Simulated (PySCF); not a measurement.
Computed with M06-2X/def2-TZVP // B3LYP-D3(BJ)/def2-SVP in PySCF 2.14.0. Gas-phase values, no solvent. One relaxed conformer stands for a flexible species; it need not be the lowest. Excitations are Tamm–Dancoff values on a coarser integration grid. The basis has no diffuse functions, so Rydberg states are missing or too high.

Reference species (SMILES): `Bc1cc(F)co1` (neutral, multiplicity 1).

```
Quantity               Value
-------------------  -------
S1–T1 gap (TDA)      1.93 eV
T1 excitation (TDA)  3.16 eV
```

Changed species: `c1(occ(B)c1)F`.

Q: What does the change do to the S1–T1 gap (TDA) and T1 excitation (TDA)?

A: the S1–T1 gap (TDA) drops by 0.40 eV, to 1.53 eV; the T1 excitation (TDA) increases by 0.34 eV, to 3.50 eV.
